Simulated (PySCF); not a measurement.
Au⁺: excitation energy

Au⁺ [Xe] 4f14 5d10 (1S) → Au⁺ [Xe] 4f14 5d9 6p1 (high-spin determinant), as a difference of total energies. Computed with PySCF 2.14 in def2-QZVPPD with the def2 core potential (60 electrons) (7s5p4d4f2g, 88 functions), with scalar relativity through the core potential. Correlated levels: valence: 5s2 5p6 frozen. The calculations carry no spin-orbit coupling.

```csv
method,excitation energy (cm⁻¹)
UHF,67500
MP2 (valence),77194
SCS-MP2 (valence),77138
CCSD (valence),74445
CCSD(T) (valence),74752
```

The determinant of the upper state mixes LS terms, which raises its energy above the lowest term, most at the Hartree-Fock and MP2 levels.
